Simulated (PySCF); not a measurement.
Te(Br)(Et) (C2H5BrTe), SMILES CC[Te]Br. Atoms are numbered in the order given.

```xyz
9

Te    -0.4093    -0.1824     0.8719
Br     1.2444     0.9976    -0.6719
C     -0.9405    -1.7285    -0.5833
C     -1.6125    -1.1986    -1.8376
H     -1.5948    -2.3990    -0.0010
H     -0.0074    -2.2674    -0.7973
H     -0.9597    -0.4853    -2.3631
H     -2.5587    -0.6868    -1.6058
H     -1.8303    -2.0297    -2.5305
```

Coordinates come from a B3LYP-D3(BJ)/def2-SVP optimisation. The def2 effective core potentials stand for the cores of Te; spin–orbit coupling is left out. One conformer was computed; it need not be the lowest.

All values below come from TDDFT-CAM-B3LYP/def2-SVPD (PySCF 2.14.0).

Vertical excitations. Gas-phase values at a fixed geometry.

```tsv
state	energy (eV)	λ (nm)	f	main pairs
S1	2.07	598	0.001	HOMO→LUMO 100 %
S2	4.08	304	0.008	HOMO−1→LUMO 96 %
S3	4.30	288	0.000	HOMO→LUMO+1 86 %
S4	4.72	263	0.001	HOMO−2→LUMO 91 %
S5	5.30	234	0.021	HOMO−3→LUMO 93 %
S6	5.76	215	0.068	HOMO→LUMO+2 90 %
S7	6.24	199	0.006	HOMO→LUMO+3 84 %
S8	6.41	193	0.110	HOMO→LUMO+4 83 %
S9	6.61	188	0.009	HOMO→LUMO+5 81 %
S10	6.70	185	0.049	HOMO−1→LUMO+1 41 %, HOMO−4→LUMO 37 %, HOMO→LUMO+4 9 %
T1	1.45	857	0	HOMO→LUMO 98 %
T2	3.55	349	0	HOMO−1→LUMO 96 %
T3	3.76	330	0	HOMO→LUMO+1 84 %
T4	4.19	296	0	HOMO−2→LUMO 93 %
```
Triplets are in the Tamm–Dancoff approximation, which puts them higher than full response would, so one can lie above its singlet here.
